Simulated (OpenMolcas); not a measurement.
# Nb3+ in a point-charge field

Nb3+ among 6 point charges of -1.7 e arranged as a trigonal prism (D3h), 2.04 Å from the ion, with a polar angle of 51.6° against the regular 49.1°. The active orbitals were held to one l.

```yaml
Program: OpenMolcas
Method: CASSCF
Basis: ANO-RCC-VDZP [6s5p3d1f]
Scalar_Hamiltonian: DKH2, point nucleus
Active_space: 2 electrons in 5 orbitals (4d)
State_averaging: 2S+1 = 3 even, 10 roots; 2S+1 = 1 even, 15 roots
Spin-orbit_coupling: state interaction with AMFI integrals over the reference wave functions
```

The lowest spin-free states (labels of D3, the rotations of D3h), above the lowest:

| State | Degeneracy | E (cm-1) | Free-ion L (%) |
| --- | --- | --- | --- |
| 3E | 2 | 0.0 | F (100) |
| 3A2 | 1 | 7103 | P (53) |
| 2S+1 = 3 | 2 | 9589 | F (100) |
| 3E | 2 | 9610 | F (100) |
| 1A1 | 1 | 9954 | D (89) |
| 1E | 2 | 10917 | D (68) |
| 1E | 2 | 14033 | G (100) |
| 1E | 2 | 19150 | D (100) |
| 3E | 2 | 20649 | P (100) |
| 1A1 | 1 | 20744 | G (75) |
| 3A2 | 1 | 23239 | F (53) |
| 1E | 2 | 24090 | G (100) |
| 2S+1 = 1 | 2 | 24278 | G (100) |
| 1E | 2 | 32956 | G (68) |
| 1A1 | 1 | 48866 | S (82) |

The lowest levels with spin-orbit coupling:

```tsv
E (cm-1)	Degeneracy	Label	2S+1	g
0.0	2	E	3	0.00 0.00 0.01
555.8	2	E	3	0.00 0.00 4.00
1228	2		3	0.00 0.00 8.00
7203	1	A1	3	
7661	2	E	3	0.00 0.00 3.93
9207	2	E	3	0.00 0.00 2.12
9900	1	A1	3 (81 %)	
9992	1	A2	3	
10289	2		3	0.00 0.00 6.01
10360	2	E	3	0.00 0.00 2.07
10604	2	E	3	0.00 0.00 5.97
11095	2	E	3	0.00 0.00 9.95
11165	1	A1	1 (73 %)	
11711	2	E	1	0.00 0.00 3.92
14815	2	E	1	0.00 0.00 8.06
19563	2	E	1 (87 %)	0.00 0.00 2.03
20792	1	A1	3 (80 %)	
21015	1	A2	3	
21500	2	E	3	0.00 0.00 2.06
21624	1	A1	1 (80 %)
```

Powder χT (cm3 K/mol): 0.00214 at 2 K, 0.0107 at 10 K, 0.0536 at 50 K, 0.107 at 100 K, 0.22 at 200 K, 0.337 at 300 K. The effective moment at 300 K is 2.828 √(χT) = 1.64 μB.

The lowest level has 2S+1 = 3, for which the spin-only value is χT = S(S+1) / 2 = 1.000 cm3 K/mol (g = 2). The computed 0.337 at 300 K differs by -0.663, through orbital momentum, spin-orbit coupling and any other state in reach.

An orbital doublet at a regular site is open to a Jahn-Teller distortion, which this geometry leaves out. Without dynamic correlation the repulsion within the d shell is too large (B by tens of per cent), so at a given field states of lower spin stand too high. Point charges carry no covalency, so the field is a model and not that of real ligands. An unlabelled pair can be two single states that coincide in this model. No measured value stands beside these numbers.

The RASSCF and RASSI steps took 7.1 s on 1 thread of Intel(R) Xeon(R) Platinum 8175M CPU @ 2.50GHz (Skylake/Cascade Lake) (shared host); the integral step is not counted.

A state without a sure symmetry label is named by its multiplicity alone. With an even number of electrons the g values are those of a degenerate or nearly degenerate non-Kramers pair.
